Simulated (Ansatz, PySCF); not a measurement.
Species: MgCl$_{2}$ (charge 0, singlet). 
Coordinates optimised at B3LYP-D3(BJ)/def2-TZVP (Ansatz, an electronic-structure program):
```xyz
3

Mg     0.0000     0.0000     0.0000
Cl     0.0000     0.0000    -2.1757
Cl     0.0000     0.0000     2.1757
```

Total electronic energies in hartree. Cores are frozen in the correlated levels unless marked. No spin-orbit coupling. No relativistic terms. CBS marks a two-point X^-3 extrapolation of the correlation energy; Hartree-Fock from the larger set. [CCSD(T)-MP2]/basis is that difference in the basis named.

```csv
level,program,energy (Eh)
RI-HF/def2-QZVPP,Ansatz,-1118.83521
M06-L-D4/def2-TZVPD,PySCF + dftd4,-1120.64418
B3LYP-D3(BJ)/def2-TZVPD,Ansatz + dftd3,-1120.71656
BHLYP/def2-TZVPD,Ansatz,-1120.66647
r2SCANh-D4/def2-TZVPD,Ansatz + dftd4,-1120.57153
CAM-B3LYP/def2-TZVPD,PySCF,-1120.69151
wB97M-V/def2-TZVPD,Ansatz,-1120.60734
B2GP-PLYP-D3(BJ)/def2-TZVPD,Ansatz + dftd3,-1120.16244
RPA@PBE/def2-QZVPP,Ansatz,-1119.55484
MP2/6-31G*,Ansatz,-1119.00876
SCS-MP2/def2-QZVPP,Ansatz,-1119.28210
CCSD/def2-SVP,Ansatz,-1118.72767
CCSD(T)/6-31G,Ansatz,-1118.79259
"RI-MP2/CBS(def2-TZVPPD,def2-QZVPPD)+[CCSD(T)-MP2]/def2-TZVPPD",Ansatz,-1119.3663
"CCSD(T)/CBS(def2-TZVPPD,def2-QZVPPD)",Ansatz,-1119.3694
```

Totals of different functionals don't rank their quality; only differences between species are comparable.
